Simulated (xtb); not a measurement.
terbium atom (Tb), sextet (GFN-xTB shapes and energies of metal compounds can be far from the true ones) (GFN-xTB holds the 4f electrons in the core, so unpaired electrons go into valence orbitals and the state isn't the physical one). Base run: GFN0-xTB (xtb).

Input for xtb:
```
$ xtb mol.xyz --gfn 0 --uhf 5 --json

# file mol.xyz
1

Tb     0.00000000     0.00000000     0.00000000
```

Variants of this job, named by their change:

```tsv
change	ΔE vs base (kJ/mol)
base	0.00
etemp = 10	8.11
etemp = 1000	-19.59
file = coord	0.00
etemp = 10000	-277.6
acc = 0.1	0.00
etemp = 3000	-75.6
acc = 30	0.00
etemp = 5000	-131.8
```
